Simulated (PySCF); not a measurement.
## Correlation energy of Sc (scandium, neutral)

[Ar] 3d1 4s2, 2D determinant. All numbers are calculated (PySCF 2.14, scalar relativity by spin-free X2C-1e, in x2c-TZVPPall with one added diffuse shell each of s, p, d, f type (7s6p5d3f1g, 80 functions)). Frozen: [Ar]; 3 electrons correlated.

```tsv
level	correlation energy (mhartree)
CCSD	-39.66
(T)	-1.10
CCSD(T)	-40.76
```

Diagnostics: T1 = 0.027, D1 = 0.0494, largest double amplitude 0.091.

Q: Is a single reference adequate?

A: Mostly. T1 lies below 0.03, but a double amplitude of this size points to a near-degeneracy that CCSD handles and MP2 describes poorly.
